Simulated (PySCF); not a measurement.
O$_{2}$Se, charge -1, doublet, geometry from GFN2-xTB (a state made from the parent by changing its charge; the spin is typed, not shown lowest); HF/pcseg-1 run with PySCF.

The PySCF input:
```python
from pyscf import gto, scf

mol = gto.Mole()
mol.atom = '''
    O    -1.361772    0.598247    0.035147
    Se    0.015899   -0.312514   -0.026176
    O     1.294203    0.729935    0.076102
'''
mol.basis = 'pcseg-1'
mol.charge = -1
mol.spin = 1
mol.verbose = 4
mol.build()

mf = scf.UHF(mol)
mf.kernel()
mf.analyze()
```

What the program printed (banner, timings and long lists left out):

```
PySCF version 2.14.0

[INPUT] verbose = 4
[INPUT] num. atoms = 3
[INPUT] num. electrons = 51
[INPUT] charge = -1
[INPUT] spin (= nelec alpha-beta = 2S) = 1
[INPUT] symmetry False subgroup None
[INPUT] Mole.unit = angstrom
[INPUT] Symbol           X                Y                Z      unit          X                Y                Z       unit  Magmom
[...]
nuclear repulsion = 186.923525288033
number of shells = 9
number of NR pGTOs = 132
number of NR cGTOs = 55
basis = pcseg-1
ecp = {}

******** <class 'pyscf.scf.uhf.UHF'> ********
method = UHF
initial guess = minao
damping factor = 0
level_shift factor = 0
DIIS = <class 'pyscf.scf.diis.CDIIS'>
diis_start_cycle = 1
diis_space = 8
diis_damp = 0
SCF conv_tol = 1e-09
SCF conv_tol_grad = None
SCF max_cycles = 50
direct_scf = True
direct_scf_tol = 1e-13
number electrons alpha = 26  beta = 25
Set gradient conv threshold to 3.16228e-05
init E= -2548.27004172427

cycle= 1 E= -2548.99076532116  delta_E= -0.721  |g|= 0.579  |ddm|= 1.83
cycle= 2 E= -2549.04164522507  delta_E= -0.0509  |g|= 0.483  |ddm|= 0.768
cycle= 3 E= -2549.13356661842  delta_E= -0.0919  |g|= 0.0346  |ddm|= 0.352
cycle= 4 E= -2549.13496064641  delta_E= -0.00139  |g|= 0.0119  |ddm|= 0.0739
cycle= 5 E= -2549.13518010888  delta_E= -0.000219  |g|= 0.00469  |ddm|= 0.0282
cycle= 6 E= -2549.13522290416  delta_E= -4.28e-05  |g|= 0.00217  |ddm|= 0.0116
cycle= 7 E= -2549.13523337894  delta_E= -1.05e-05  |g|= 0.00116  |ddm|= 0.00554
cycle= 8 E= -2549.13523770755  delta_E= -4.33e-06  |g|= 0.000465  |ddm|= 0.00469
cycle= 9 E= -2549.13523850255  delta_E= -7.95e-07  |g|= 0.000149  |ddm|= 0.00226
cycle= 10 E= -2549.13523857217  delta_E= -6.96e-08  |g|= 4.22e-05  |ddm|= 0.00073
cycle= 11 E= -2549.13523857629  delta_E= -4.12e-09  |g|= 1.83e-05  |ddm|= 0.000161
cycle= 12 E= -2549.13523857691  delta_E= -6.21e-10  |g|= 1.24e-05  |ddm|= 5.42e-05
Extra cycle  E= -2549.13523857705  delta_E= -1.36e-10  |g|= 1.04e-05  |ddm|= 2.17e-05
converged SCF energy = -2549.13523857705  <S^2> = 0.76962283  2S+1 = 2.0195275
**** SCF Summaries ****
Total Energy =                       -2549.135238577045129
Nuclear Repulsion Energy =             186.923525288033403
One-electron Energy =                -3934.195867014095711
Two-electron Energy =                 1198.137103149016866
Two-electron Coulomb Energy =         1300.294768648274612
DFT Exchange-Correlation Energy =     -102.157665499257746
**** MO energy ****
                             alpha | beta                alpha | beta
[...]
To work with the spin densities directly, `use mulliken_meta_spin()` only printing them here.

 ** Mulliken spin pop alpha/beta on meta-lowdin orthogonal AOs **
 ** Mulliken Spin Density (per AO)  **
spin_pop of  0 O 1s       -0.00000
spin_pop of  0 O 2s        0.00758
spin_pop of  0 O 3s       -0.00028
spin_pop of  0 O 2px       0.00012
spin_pop of  0 O 2py       0.00553
spin_pop of  0 O 2pz       0.21233
spin_pop of  0 O 3px      -0.00075
spin_pop of  0 O 3py      -0.00111
spin_pop of  0 O 3pz      -0.00194
spin_pop of  0 O 3dxy      0.00001
spin_pop of  0 O 3dyz     -0.00025
spin_pop of  0 O 3dz^2     0.00005
spin_pop of  0 O 3dxz     -0.00042
spin_pop of  0 O 3dx2-y2   -0.00002
spin_pop of  1 Se 1s        0.00000
spin_pop of  1 Se 2s        0.00000
spin_pop of  1 Se 3s        0.00000
spin_pop of  1 Se 4s        0.02347
spin_pop of  1 Se 5s        0.00107
spin_pop of  1 Se 2px      -0.00000
spin_pop of  1 Se 2py      -0.00000
spin_pop of  1 Se 2pz       0.00000
spin_pop of  1 Se 3px      -0.00000
spin_pop of  1 Se 3py      -0.00000
spin_pop of  1 Se 3pz       0.00002
spin_pop of  1 Se 4px      -0.00641
spin_pop of  1 Se 4py      -0.03523
spin_pop of  1 Se 4pz       0.57687
spin_pop of  1 Se 5px      -0.00021
spin_pop of  1 Se 5py       0.00026
spin_pop of  1 Se 5pz       0.00136
spin_pop of  1 Se 3dxy     -0.00000
spin_pop of  1 Se 3dyz      0.00003
spin_pop of  1 Se 3dz^2     0.00002
spin_pop of  1 Se 3dxz      0.00003
spin_pop of  1 Se 3dx2-y2    0.00000
spin_pop of  1 Se 4dxy     -0.00066
spin_pop of  1 Se 4dyz      0.00729
spin_pop of  1 Se 4dz^2     0.00484
spin_pop of  1 Se 4dxz     -0.01260
spin_pop of  1 Se 4dx2-y2   -0.00188
spin_pop of  2 O 1s       -0.00000
spin_pop of  2 O 2s        0.00758
spin_pop of  2 O 3s       -0.00028
spin_pop of  2 O 2px       0.00002
spin_pop of  2 O 2py       0.00563
spin_pop of  2 O 2pz       0.21233
spin_pop of  2 O 3px      -0.00084
spin_pop of  2 O 3py      -0.00102
spin_pop of  2 O 3pz      -0.00193
spin_pop of  2 O 3dxy      0.00002
spin_pop of  2 O 3dyz     -0.00032
spin_pop of  2 O 3dz^2     0.00004
spin_pop of  2 O 3dxz     -0.00035
spin_pop of  2 O 3dx2-y2   -0.00002
 ** Mulliken Spin Density (per atom)  **
spin density of  0 O =      0.22086
spin density of  1 Se =      0.55828
spin density of  2 O =      0.22086
 ** Mulliken pop alpha/beta on meta-lowdin orthogonal AOs **
 ** Mulliken pop       alpha | beta **
In total            26.00000 | 25.00000
 ** Mulliken atomic charges   ( Nelec_alpha | Nelec_beta ) **
charge of  0O =     -0.97018  (     4.59552      4.37466 )
charge of  1Se =      0.94035  (    16.80896     16.25068 )
charge of  2O =     -0.97017  (     4.59552      4.37466 )

WARN: System has nonzero charge -1; the dipole moment is origin-dependent.
Location of origin: [0. 0. 0.]

Dipole moment(X, Y, Z, Debye):  0.20807, -4.08918, -0.34251
```
